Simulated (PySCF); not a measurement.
# Energy of Ir²⁺ (iridium, charge +2) between two integer charges

The 5d beta orbital of [Xe] 4f14 5d7 is emptied in steps (occupation f), with all orbitals relaxed, ending at [Xe] 4f14 5d6. Computed with PySCF 2.14 in aug-cc-pVDZ-PP with ECP60MDF (5s5p4d2f, 54 functions), with a scalar-relativistic core potential. The exact energy is a straight line in f; departures are measured from the line between the end points of the same method.

```json
{"f": "1", "UHF (eV)": "0.000", "LDA (eV)": "0.000", "PBE (eV)": "0.000"}
{"f": "0.9", "UHF (eV)": "0.110", "LDA (eV)": "-0.532", "PBE (eV)": "-0.520"}
{"f": "0.7", "UHF (eV)": "0.250", "LDA (eV)": "-1.248", "PBE (eV)": "-1.218"}
{"f": "0.5", "UHF (eV)": "0.290", "LDA (eV)": "-1.492", "PBE (eV)": "-1.454"}
{"f": "0.3", "UHF (eV)": "0.238", "LDA (eV)": "-1.258", "PBE (eV)": "-1.224"}
{"f": "0.1", "UHF (eV)": "0.100", "LDA (eV)": "-0.541", "PBE (eV)": "-0.526"}
{"f": "0", "UHF (eV)": "0.000", "LDA (eV)": "0.000", "PBE (eV)": "0.000"}
```

```json
{"method": "UHF", "E(f=0) − E(f=1) (eV)": "27.478", "−ε at f=1 (eV)": "28.719", "−ε at f=0.5 (eV)": "27.442"}
{"method": "LDA", "E(f=0) − E(f=1) (eV)": "29.595", "−ε at f=1 (eV)": "23.696", "−ε at f=0.5 (eV)": "29.565"}
{"method": "PBE", "E(f=0) − E(f=1) (eV)": "29.376", "−ε at f=1 (eV)": "23.608", "−ε at f=0.5 (eV)": "29.357"}
```

Orbital energy along the path (eV):

```json
{"f": "1", "UHF": "-28.719", "LDA": "-23.696", "PBE": "-23.608"}
{"f": "0.9", "UHF": "-28.442", "LDA": "-24.850", "PBE": "-24.742"}
{"f": "0.7", "UHF": "-27.922", "LDA": "-27.190", "PBE": "-27.036"}
{"f": "0.5", "UHF": "-27.442", "LDA": "-29.565", "PBE": "-29.357"}
{"f": "0.3", "UHF": "-26.996", "LDA": "-31.969", "PBE": "-31.697"}
{"f": "0.1", "UHF": "-26.581", "LDA": "-34.394", "PBE": "-34.045"}
{"f": "0", "UHF": "-26.383", "LDA": "-35.611", "PBE": "-35.217"}
```

Reference removal energy between the ground levels: 28 ± 1.6 eV (theoretical estimate listed by NIST; NIST Atomic Spectra Database, ionization energies). The calculation has no spin-orbit coupling. The determinant left behind need not be the lowest term of the ion. UHF lacks correlation.
